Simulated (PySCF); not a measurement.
# Ionising SnPb

UHF; PySCF, scalar-relativistic core potentials, basis sets Sn def2-SVP with ECP28, Pb def2-SVP with ECP60. Neutral (UHF): triplet (π ↑↑), Re = 2.794 Å, ωe = 185 cm⁻¹, De = 0.64 eV, HOMO -6.53 eV, LUMO -0.12 eV.

SnPb⁺ (UHF): quartet (σ ↑, π ↑↑), Re = 2.848 Å, ωe = 159 cm⁻¹. The energies at the minima are -405.19294 hartree for SnPb and -404.97546 for SnPb⁺.

Q: Work out the adiabatic ionisation energy, without and with harmonic zero-point energies (1 hartree = 27.2114 eV, 1 eV = 8065.5 cm⁻¹), and the change of the bond length.

A: At UHF: 0.21748 hartree = 5.918 eV between the minima; the zero-point term (159.0 − 185.0)/2 cm⁻¹ = -0.002 eV makes it 5.916 eV. Re changes by +5.4 pm against the neutral. The electron leaves a σ orbital, and the longer bond of the ion fits a bonding orbital, or a change in how ionic the bond is.

These are scalar-relativistic numbers at best; spin–orbit coupling would shift them, the dissociation energy most. Hartree–Fock leaves out correlation, which carries a large part of most bond energies and some tenths to 1 eV of ionisation energies. States were picked by a PBE0 search and need not be the measured ground states.
